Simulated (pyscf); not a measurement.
# [HSi=Se]•, doublet

Gas-phase minimum from PySCF at ωB97X-D3(BJ)/def2-SVP, one conformer. 

SMILES: [Se]=[SiH]
```xyz
3

Si     0.6917    -0.0486    -0.1616
Se    -0.1116    -0.5591    -2.0098
H      0.3558     1.3206     0.3956
```
Charge 0, spin multiplicity 2.

Bonds (Å): Si1–Se2 2.079, Si1–H3 1.516. Angles (°): Se2–Si1–H3 117.6.

Properties at ωB97X-D3(BJ)/def2-SVP:

```json
{
  "harmonic_wavenumbers_unscaled": "522, 579, 2085 cm⁻¹",
  "zero_point_energy": "4.6 kcal/mol",
  "rotational_symmetry_number": "1",
  "Entropy of this conformer at 298 K and 1 atm, rigid rotor and harmonic oscillator, modes under 100 cm⁻¹ raised to 100": "266.1 J/(mol K)",
  "dipole_moment": "1.82 D",
  "Spin expectation value S2": "0.760"
}
```

Single-point totals, which compare only within one level (frozen core for MP2 and CC):

```
level                   total energy (hartree)
----------------------  ----------------------
ωB97X-D3(BJ)/def2-TZVP             -2691.56452
PBE/def2-TZVP                      -2691.11936
r²SCAN/def2-TZVP                   -2691.58805
B3LYP-D3(BJ)/def2-TZVP             -2691.68655
PBE0-D3(BJ)/def2-TZVP              -2691.22011
M06-2X/def2-TZVP                   -2691.62369
ωB97M-D3(BJ)/def2-TZVP             -2691.67168
UHF/def2-TZVPP                     -2689.34423
MP2/def2-TZVPP                     -2689.70332
CCSD/def2-TZVPP                    -2689.72057
CCSD(T)/def2-TZVPP                 -2689.73923
```

The CCSD(T) − MP2 part came from Ansatz, without density fitting, on the same reference. The frozen core leaves the outer d or s,p core shells of the metals and heavy elements correlated in the MP2 and CC values, and def2-TZVPP describes them poorly, so these totals are far from the basis limit. Elements up to Kr have no core potential and no relativistic terms here.
